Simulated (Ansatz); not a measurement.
Relaxation of C$_{2}$H$_{5}$BN$_{2}$ (10 atoms, charge 0, multiplicity 1), to a largest force component of 0.015 eV/Å in at most 40 steps.

These are results of RKS B3LYP-D4/STO-3G (Ansatz 0.2.0), not measurements.

```xyz
10
Properties=species:S:1:pos:R:3:forces:R:3
N -1.577 -0.074 0.855 -6.13 2.72 2.42
C -0.263 -0.541 0.743 4.92 -0.11 0.62
B 0.473 0.072 -0.531 3.75 0.03 0.44
C 1.788 0.477 -1.224 -9.54 -1.94 2.31
N 0.527 0.547 -1.895 1.91 0.72 -1.28
H -1.767 0.329 1.868 0.44 -0.87 -2.01
H -2.264 -0.870 0.781 0.10 0.09 -0.05
H -0.244 -1.627 0.645 0.46 -0.88 0.12
H 0.305 -0.258 1.708 -0.29 -0.67 -1.54
H 2.793 0.594 -1.193 4.37 0.91 -1.03
```

Where does it end, and by what steps?

The run converged. Limits of this set-up: minimal basis. After 12 steps the energy has fallen by 1.438 eV; H7 moved furthest, 0.89 Å. The start is strongly strained (largest force component 10 eV/Å).

| step | energy less start (eV) | largest force component (eV/Å) | accepted |
| --- | --- | --- | --- |
| 0 | 0.0000 | 9.536 | yes |
| 1 | -1.0383 | 1.928 | yes |
| 2 | -1.2363 | 1.447 | yes |
| 3 | -1.3022 | 1.161 | yes |
| 4 | -1.3339 | 1.271 | yes |
| 5 | -1.3732 | 0.682 | yes |
| 6 | -1.3693 | 0.741 | no |
| 7 | -1.4237 | 0.292 | yes |
| 8 | -1.4335 | 0.189 | yes |
| 9 | -1.4337 | 0.297 | yes |
| 10 | -1.4366 | 0.262 | yes |
| 11 | -1.4380 | 0.047 | yes |
| 12 | -1.4380 | 0.012 | yes |

```xyz
10
Properties=species:S:1:pos:R:3
N -1.583 0.106 1.016
C -0.162 -0.456 0.941
B 0.584 0.031 -0.344
C 1.687 0.362 -1.214
N 0.429 0.479 -1.754
H -2.052 -0.454 1.789
H -2.067 -0.272 0.148
H -0.128 -1.570 0.963
H 0.374 -0.120 1.850
H 2.687 0.544 -1.637
```

Time of the run: 25 s on 1 CPU thread of a shared host.
